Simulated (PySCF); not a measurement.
A structure optimised at PBE-D3(BJ)/def2-SVP, used in a PySCF frequency run:

```
Al
F 1 1.6729
I 1 2.4585 2 118.58
I 1 2.4585 2 118.58 3 180.00
```
Charge 0, spin multiplicity 1.

Write its SMILES, formula and point group.

[F][Al]([I])[I], AlFI2, C2v

What are its rotational constants (standard atomic weights)?

3.0271, 0.42723, 0.37439 GHz
